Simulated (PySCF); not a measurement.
**Deuteron quadrupole couplings in `CC#CCC(Cl)(Cl)Cl`**

Compound: C₅H₅Cl₃.
Geometry (GFN2-xTB, Å), atoms numbered from 1 in this order:
```xyz
13
C5H5Cl3 angstrom
C      2.6242    0.5661    0.6548
C      1.3414    0.0634    0.2215
C      0.2855   -0.3665   -0.1468
C     -1.0135   -0.8530   -0.5746
C     -2.1236    0.0373   -0.0337
Cl    -3.7116   -0.5706   -0.5623
Cl    -2.0923    0.0641    1.7430
Cl    -1.9323    1.7035   -0.6238
H      2.9907    1.3103   -0.0514
H      3.3424   -0.2507    0.7153
H      2.5267    1.0255    1.6377
H     -1.0694   -0.8577   -1.6669
H     -1.1728   -1.8714   -0.2091
```

Level: PBE0/pcSseg-1 (PySCF, non-relativistic); Q(2H) = 0.00286 b; rigid geometry, the same for H and D, with no vibrational averaging.

Question: What are Vzz, η and χzz (234.96 MHz × Q × Vzz) at all hydrogens?

Answer: 
```tsv
atom	bonded to	bond length (Å)	Vzz (au)	η	χzz (kHz)
H9	C1	1.089	0.3086	0.02	207
H10	C1	1.089	0.3092	0.03	208
H11	C1	1.089	0.3087	0.02	207
H12	C4	1.094	0.2937	0.04	197
H13	C4	1.094	0.2936	0.04	197
```

Question: Give the 2H NMR doublet splittings at H11 for a magnetic field along the z, y and x axes of the gradient: 3χ/2, 3χ(1 + η)/4, 3χ(1 − η)/4.

Answer: With |χ| = 207.4 kHz and η = 0.024: 311, 159 and 152 kHz, to first order and without motion.

Geometry: GFN2-xTB; no solvent, vibrations or thermal averaging. GFN2-xTB bond lengths can be off by several hundredths of an ångström, more for odd bonds, and the gradients follow them. A larger basis could move these couplings by a tenth or more.
